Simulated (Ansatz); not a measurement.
`S=C1BS1`, charge 0, multiplicity 1.

(1) Give a relaxed structure at PBE0-D4/def2-TZVP (Ansatz 0.2.0). (An estimate is asked.)

Results:

(1) The calculation gave: 
```xyz
5

S    -0.921   -1.795   -1.010
C    -0.204   -0.583   -0.276
B     0.049    0.787    0.248
S     1.355   -0.322    0.655
H    -0.279    1.913    0.384
```
Point group Cs.
